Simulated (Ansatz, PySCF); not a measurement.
The pair A = GaH3 (SMILES [GaH3]) (first 4 atoms), B = H2S (SMILES S); geometry from B3LYP-D3(BJ)/def2-TZVP.
(charge 0, multiplicity 1):
```xyz
7

Ga     0.528    -0.070     0.520
H     -0.346     1.113    -0.043
H      0.274    -1.534    -0.001
H      1.891     0.261     1.238
S     -0.927    -0.376     2.729
H     -0.511     0.732     3.366
H     -0.067    -1.165     3.396
```

Frozen-core correlation. Filled d and f shells under p-block atoms count as core. CBS: X⁻³ extrapolation of the correlation energy, Hartree–Fock from the larger set. MP2 and its Hartree–Fock in def2-QZVPPD are density fitted.

Codes used: Ansatz (a program for electronic structure); PySCF for the dispersion terms. Each number belongs to the level named beside it.

The monomers are drawn apart, rigid, along the line of their centres of mass. Counterpoise-corrected interaction energies (kcal/mol):

```json
[
 {"level": "PBE/def2-TZVPPD", "R = 3.745 Å": "-4.1977", "R = 4.810 Å": "-1.1038"},
 {"level": "PBE-D3(BJ)/def2-TZVPPD", "R = 3.745 Å": "-4.9460", "R = 4.810 Å": "-1.3933"},
 {"level": "wB97M-V/def2-TZVPPD", "R = 3.745 Å": "-4.4094", "R = 4.810 Å": "-1.2275"},
 {"level": "MP2/CBS(def2-TZVPPD, def2-QZVPPD) + ΔCCSD(T)/def2-TZVPPD", "R = 3.745 Å": "-4.3033", "R = 4.810 Å": "-1.2371"}
]
```

**Question.** R is the distance of the centres of mass. Find the local exponent m of E ∝ R⁻ᵐ between the two points.

**Answer.** 
m = ln(E₁/E₂)/ln(R₂/R₁): PBE/def2-TZVPPD 5.3; PBE-D3(BJ)/def2-TZVPPD 5.1; wB97M-V/def2-TZVPPD 5.1; MP2/CBS(def2-TZVPPD, def2-QZVPPD) + ΔCCSD(T)/def2-TZVPPD 5.0. For scale, two fixed dipoles give m = 3, dipole and quadrupole 4, quadrupoles 5, and dispersion or dipole-induced dipole 6 at long range; at these distances several terms mix, and what is left of overlap and damping shifts m, so it need not match one of them.
